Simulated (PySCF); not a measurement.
Compound: C5H12Si.
InChI=1S/C5H12Si/c1-2-4-6-5-3-1/h1-6H2

The closed-shell ground state was solved at several levels (PySCF, density fitting, gas phase, non-relativistic). The structure is a single PBE0-D3(BJ)/def2-SVP conformer in the gas phase; no vibrational or solvent corrections.

| level | basis functions | total energy (Eh) | HOMO (eV) | LUMO (eV) | gap (eV) | dipole (D) |
| --- | --- | --- | --- | --- | --- | --- |
| PBE0/def2-SVPD | 220 | -486.6774 | -7.73 | 0.61 | 8.34 | 0.87 |
| PBE0/pcSseg-1 | 169 | -486.8581 | -7.78 | 1.17 | 8.95 | 0.78 |

(1) Estimate the row for CAM-B3LYP/pcSseg-1, a basis of 169 functions; the other rows only guide the guess.

(2) Over all these levels, which gives the widest orbital gap and which the narrowest?

(3) How far do the dipole and the HOMO energy spread over the levels?

## Answers

(1) Total energy -487.1103 Eh, HOMO -9.13 eV, LUMO 2.08 eV, gap 11.21 eV, dipole 0.72 D.

(2) CAM-B3LYP/pcSseg-1 (range-separated hybrid) has the widest, 11.21 eV, and PBE0/def2-SVPD (global hybrid, 25 % exact exchange) the narrowest, 8.34 eV. Functional and basis both differ between the two, so the spread mixes both effects.

(3) The dipole runs from 0.72 to 0.87 D (mean 0.79 D) and the HOMO from -9.13 to -7.73 eV.
